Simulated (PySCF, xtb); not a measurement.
In(F)(OH)2 (FH2InO2), SMILES [F][In]([OH])[OH].

xtb with GFN2-xTB at its own geometry gives an orbital gap of 3.31 eV and a dipole moment of 0.35 D.

Coordinates come from a B3LYP-D3(BJ)/def2-SVP optimisation. The def2 effective core potentials stand for the cores of In; spin–orbit coupling is left out. Other conformers were not sampled.

What does CAM-B3LYP/def2-TZVPD run with PySCF give? (Estimate from the structure and the level; the computed values follow.)

gap 8.89 eV (levels -10.70 and -1.81 eV), dipole 0.25 D.
